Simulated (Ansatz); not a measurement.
Basis-set series for `[CH3][Mo](=[O])([F])=[S]`. The species carries charge 0 and has multiplicity 1. Mo: def2 effective core potential. Geometry: relaxed with PBE0-D4/def2-TZVP.

```tsv
functional	basis	functions	energy (Eh)	HOMO (eV)	LUMO (eV)
PBE0-D4	def2-TZVPP	233	-681.26135	-8.00	-3.36
PBE0-D4	def2-QZVPP	412	-681.28902	-8.01	-3.37
ωB97M-V	def2-TZVPP	233	-681.43665	-10.11	-1.28
ωB97M-V	def2-QZVPP	412	-681.46321	-10.12	-1.30
```

(1) Give the rows for def2-SVP. (An estimate is asked.)

Answers

(1) The calculation gave: 
| functional | basis | functions | energy (Eh) | HOMO (eV) | LUMO (eV) |
| --- | --- | --- | --- | --- | --- |
| PBE0-D4 | def2-SVP | 106 | -680.83683 | -8.02 | -3.38 |
| ωB97M-V | def2-SVP | 106 | -681.00543 | -10.10 | -1.26 |

Results of the Gaussian-basis code of Ansatz.
